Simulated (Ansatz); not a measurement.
Ansatz (an electronic-structure program) input (B3LYP-D3(BJ)/def2-TZVP):

Ansatz 0.2 input:
```yaml
crystal:
  periodic: [false, false, false]
  atoms:
    - {symbol: Cr, position_ang: [-0.01423443, -0.00783601, -1.13907405]}
    - {symbol: Mo, position_ang: [-0.02440357, -0.02679389, 1.17165391]}
basis:
  gaussian:
    orbitals: def2-TZVP
hamiltonian:
  xc: b3lyp
  dispersion: d3bj
relax: {f_tol: 0.002, max_steps: 150}
```

End of the output:

```
mean field: 0.29 GiB planned
mean field -30274.80550318 eV, -1112.5785812417 hartree, gradient 3.5e-5 eV, S^2 0.000000; 0 other end points of the search recorded, 0 dependent functions left out
the calculation of the forces begins
reference -30274.80566634 eV, -1112.5785872378 hartree; 19, 19 occupied and 66, 66 virtual orbitals, 839 factors
relax step   7: F+E_penalty+E_count = -30274.93958829 eV  Δ(F+E_penalty+E_count) = -2.102e-6 eV  max|allowed force component| = 1.953e-3 eV/Å  Δτ_max = 0.0001 Å  (29 SCF iters, accepted)
integrals: 0.03 GiB planned
839 factors; integrals over basis functions are off by at most 6.4e-4 eV
mean field: 0.29 GiB planned
mean field -30274.80550318 eV, -1112.5785812417 hartree, gradient 3.5e-5 eV, S^2 0.000000; 2 other end points of the search recorded, 0 dependent functions left out
the calculation of the forces begins
reference -30274.80566634 eV, -1112.5785872378 hartree; 19, 19 occupied and 66, 66 virtual orbitals, 839 factors
Total energy: -30274.93975145 eV, -1112.5835147746 hartree
Atom 0 at    -0.015475    -0.010149    -0.857140 Å, force    -0.000009    -0.000016     0.001953 eV/Å
Atom 1 at    -0.023163    -0.024481     0.889720 Å, force     0.000009     0.000016    -0.001953 eV/Å
Dipole moment:     0.000112     0.000208    -0.025380 e Å
```
